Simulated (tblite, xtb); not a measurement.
CuF (SMILES [F][Cu]), singlet, geometry from GFN2-xTB (such geometries of metal compounds can be far from the true shape). Base run: GFN1-xTB run with xtb.

Here is a job for xtb.
```
$ xtb mol.xyz --gfn 1 --json

# file mol.xyz
2

Cu    -0.00000000    -0.00000000    -0.40615773
F      0.00000000     0.00000000     1.30873047
```

Programs used: tblite, xtb; a row that names a program was run with it.

Variants of this job, named by their change:

```
change                                                         ΔE vs base (kcal/mol)  HOMO-LUMO gap (eV)  dipole (D)  G_solv (kcal/mol)  SCF cycles
-------------------------------------------------------------  ---------------------  ------------------  ----------  -----------------  ----------
base                                                                           0.000                3.04        5.34                  -           7
acc = 30                                                                       0.000                3.04        5.34                  -           6
etemp = 5000                                                                   -1.84                3.05        5.04                  -           7
gbsa = toluene                                                                 -8.12                3.06        5.72              -9.02           8
file = coord                                                                   0.000                3.04        5.34                  -           7
alpb = thf                                                                     -5.30                3.06        5.55              -5.57           7
program = tblite; method = gfn1; option = (--efield, 0,0,0.1)                   2.54                   -           -                  -           -
acc = 0.0001                                                                   0.000                3.04        5.34                  -          10
alpb = water                                                                   -5.68                3.06        5.62              -6.18           7
alpb = dmf                                                                     -6.24                3.06        5.60              -6.68           7
program = tblite; method = gfn1; option = --spin-polarized                     0.000                   -           -                  -           -
program = tblite; method = gfn1; option = --grad                               0.000                   -           -                  -           -
```

ALPB and GBSA are two models with their own fitted parameters for each solvent, which aren't always the measured dielectric constant.
